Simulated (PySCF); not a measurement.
## Molecular orbitals of TeS

r²SCAN at R = 2.221 Å; Te def2-TZVPP with ECP28, S def2-TZVPP; scalar-relativistic core potentials (PySCF 2.14). State: ³Σ⁻ (triplet), unpaired electrons π ↑↑. Only the outer orbitals are listed, counted within each symmetry, core potentials removing the inner ones.

| spin | orbital | occ. | ε (eV) | on Te (%) | main shells (%) |
| --- | --- | --- | --- | --- | --- |
| α | 7σ | 1 | -19.61 | 33 | 63 S s, 30 Te s |
| α | 8σ | 1 | -15.45 | 64 | 61 Te s, 32 S s |
| α | 9σ | 1 | -9.13 | 43 | 53 S p, 38 Te p |
| α | 4π | 1 | -8.42 | 44 | 55 S p, 43 Te p |
| α | 4π | 1 | -8.42 | 44 | 55 S p, 43 Te p |
| α | 5π | 1 | -5.86 | 58 | 56 Te p, 42 S p |
| α | 5π | 1 | -5.86 | 58 | 56 Te p, 42 S p |
| α | 10σ | 0 | -1.77 | 69 | 57 Te p, 31 S p, 9 Te d |
| α | 11σ | 0 | 3.44 | 74 | 67 Te p, 20 S d |
| α | 6π | 0 | 3.70 | 87 | 59 Te p, 28 Te d, 11 S d |
| β | 7σ | 1 | -18.91 | 38 | 57 S s, 32 Te s |
| β | 8σ | 1 | -14.24 | 61 | 59 Te s, 34 S s |
| β | 9σ | 1 | -8.70 | 44 | 51 S p, 37 Te p |
| β | 4π | 1 | -7.42 | 44 | 55 S p, 41 Te p |
| β | 4π | 1 | -7.42 | 44 | 55 S p, 41 Te p |
| β | 5π | 0 | -4.24 | 59 | 57 Te p, 41 S p |
| β | 5π | 0 | -4.24 | 59 | 57 Te p, 41 S p |
| β | 10σ | 0 | -1.15 | 68 | 56 Te p, 31 S p, 9 Te d |

Task: Which are the highest filled and the lowest empty level, where do they sit, and how wide is the gap?

Result: Highest filled α 5π at -5.86 eV (in %: 56 Te p, 42 S p); lowest empty β 5π at -4.24 eV (in %: 57 Te p, 41 S p); the gap at r²SCAN is 1.62 eV. Both belong to one degenerate shell, split only by its one-sided filling, so this is no excitation gap.

| Quantity | Value |
| --- | --- |
| bond order (Mayer) | 2.04 |
| ⟨S²⟩ | 2.011 |
| charge on Te (Mulliken, basis-dependent) | 0.27 |
| charge on Te (Löwdin, basis-dependent) | 0.10 |
| dipole moment (positive dipole means Te(−)S(+)) | -1.57 D |

Spin–orbit coupling is left out. The state was picked by a PBE0 search and need not be the measured ground state.
